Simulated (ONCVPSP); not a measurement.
Reading a pseudo-wave (B (Z = 5))

Columns: radius, all-electron u(r) and pseudo u(r) of the 2p shell (level -3.61 eV) of boron in the configuration [He] 2s2 2p1; PBE, scalar-relativistic, ONCV scheme, ONCVPSP 4.0.1.

| r (bohr) | all-electron | pseudo |
| --- | --- | --- |
| 0.175 | 0.0702 | 0.0234 |
| 0.350 | 0.1961 | 0.0898 |
| 0.525 | 0.3194 | 0.1885 |
| 0.700 | 0.4223 | 0.3042 |
| 0.875 | 0.5021 | 0.4206 |
| 1.050 | 0.5612 | 0.5232 |
| 1.225 | 0.6000 | 0.6017 |
| 1.400 | 0.6209 | 0.6514 |
| 1.575 | 0.6273 | 0.6729 |
| 1.750 | 0.6222 | 0.6707 |
| 1.925 | 0.6087 | 0.6512 |
| 2.100 | 0.5889 | 0.6212 |
| 2.275 | 0.5648 | 0.5862 |
| 2.450 | 0.5379 | 0.5503 |
| 2.625 | 0.5094 | 0.5156 |
| 2.800 | 0.4803 | 0.4828 |
| 2.975 | 0.4511 | 0.4519 |
| 3.150 | 0.4224 | 0.4226 |
| 3.325 | 0.3946 | 0.3946 |
| 3.500 | 0.3679 | 0.3679 |
| 3.675 | 0.3424 | 0.3424 |
| 3.850 | 0.3182 | 0.3182 |
| 4.025 | 0.2953 | 0.2953 |
| 4.200 | 0.2738 | 0.2738 |
| 4.375 | 0.2536 | 0.2536 |
| 4.550 | 0.2346 | 0.2346 |

(1) How many radial nodes do the two functions have?

(2) At about which radius was the pseudo-wave matched?

(3) Is the pseudo-wave norm-conserving?

## Answers

(1) The all-electron 2p function has n − l − 1 = 0; the pseudo-wave has 0.

(2) 3.50 bohr. The columns agree to 0.0005 from 3.15 bohr on; several derivatives are matched, so the curves merge somewhat inside the radius.

(3) Yes: the ONCV scheme keeps the norm inside the radius equal to the all-electron one, which fixes the energy derivative of the logarithmic derivative at the level.
